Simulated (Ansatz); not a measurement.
SiCl₃OH⁻, that is Si(OH)Cl3 with one electron more. Charge -1, multiplicity 2. Geometry r2SCAN-D4/def2-SVP, that of the neutral singlet.

```xyz
6

Si    0.186   -0.174   -0.169
O    -0.520    1.238    0.261
H    -1.143    1.226    0.999
Cl   -1.210   -1.566   -0.733
Cl    1.272   -0.968    1.377
Cl    1.416    0.244   -1.735
```

At PBE-D4/def2-TZVPD, r2SCAN-D4/def2-TZVPD, PBE0-D4/def2-TZVPD the highest occupied level of the charge -1 doublet lies above zero (up to 1.77 eV). By energy differences it is unbound by 0.43 eV (vertical, against the charge 0 singlet, at r2SCAN-D4/def2-TZVPD) and held by the finite basis.

Question: Estimate the α-spin orbital energies around the gap (eV) in Ansatz with PBE-D4/def2-TZVPD, r2SCAN-D4/def2-TZVPD, PBE0-D4/def2-TZVPD.

Answer: 
```csv
orbital,PBE-D4/def2-TZVPD,r2SCAN-D4/def2-TZVPD,PBE0-D4/def2-TZVPD
HOMO−5,-4.85,-5.36,-6.44
HOMO−4,-4.79,-5.29,-6.42
HOMO−3,-4.30,-4.81,-5.87
HOMO−2,-4.06,-4.58,-5.61
HOMO−1,-3.97,-4.44,-5.56
HOMO,1.73,1.77,1.46
LUMO,2.39,2.44,2.78
LUMO+1,2.61,2.68,2.91
LUMO+2,2.62,2.69,2.95
LUMO+3,2.97,3.06,3.58
LUMO+4,3.46,3.52,3.83
LUMO+5,3.51,3.59,3.87
β HOMO,-3.93,-4.41,-5.53
β LUMO,2.12,2.36,2.65
```
